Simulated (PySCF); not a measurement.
TiI3, SMILES [I][Ti]([I])[I] (connectivity only; charge and spin as stated), neutral, multiplicity 2.

Geometry optimised at PBE0-D3(BJ)/def2-SVP. The spin state was assumed, not searched. The isomer is the one that the SMILES or the coordinates give; other isomers of the formula were not compared. The def2 effective core potentials stand for the cores of I; spin–orbit coupling is left out.

Two levels are set side by side: PBE/def2-TZVP (PySCF) and ωB97X/def2-TZVP (PySCF). Same geometry, gas phase. Differences are taken from unrounded values.

```csv
quantity,ωB97X,PBE,PBE minus ωB97X
α-spin orbital gap (eV),8.43,0.98,-7.45
β-spin orbital gap (eV),8.71,2.89,-5.82
mean polarisability (bohr³),137.9,147.5,9.6
```

PBE's more diffuse valence density responds more strongly to a field. Differences between two approximate levels are no errors against the true value.

Rough cost on one machine, each run with all the roots and properties that it gave: ωB97X against PBE within a factor of 2.
